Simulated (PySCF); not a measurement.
Species: PP3OOO nortricyclane, P4O3.
Bonds: P1–O2, P1–O5, P1–O7, O2–P3, P3–P4, P3–P6, P4–O5, P4–P6, P6–O7.

Computed with PBE0-D3(BJ)/def2-SVP geometry optimisation, gas phase in PySCF 2.14.0.

Question: List the bond lengths, angles and torsions at this level.

Answer: 
```csv
bond,length (bohr)
"P1–O2, P1–O5, P1–O7",3.142
"O2–P3, P4–O5, P6–O7",3.192
"P3–P4, P3–P6, P4–P6",4.305
```

Bonds in one row agree within 0.02 bohr and their mean is given. A selection of angles:
```csv
angle,degrees
O2–P1–O5,95.9
P1–O2–P3,117.2
O2–P3–P4,93.3
P4–P3–P6,60.0
```

Torsions: O5–P1–O2–P3 -48° (synclinal); O2–P1–O5–P4 48° (synclinal); O2–P1–O7–P6 -48° (synclinal); P1–O2–P3–P4 30°; O2–P3–P4–O5 0° (synperiplanar); O2–P3–P6–P4 92° (anticlinal); P3–P4–O5–P1 -30°; P3–P6–O7–P1 30°.

All 3 P–P bonds measure 2.278 Å. The 6 O–P bonds span 1.662 Å (P1–O5) to 1.690 Å (P4–O5), a spread of 0.028 Å. P1 (phosphorus bonded to 3 O) is pyramidal (angles 95.9°, 95.9° and 95.9°, sum 287.7°, 0.86 Å off the plane of its three neighbours). P3 (phosphorus bonded to O and 2 P) is pyramidal (angles 93.3°, 93.2° and 60.0°, sum 246.5°, 1.24 Å off the plane of its three neighbours). O2 (oxygen bonded to 2 P) is bent (angle 117.2°).

Point group: C3v (every atom within 0.08 Å of its image). No frequency check. One conformer, not necessarily the lowest.

Time: 40 s wall; peak memory 0.48 GiB. Hardware: an Arm Neoverse V1 with one thread, on a shared host. This is the geometry optimisation.
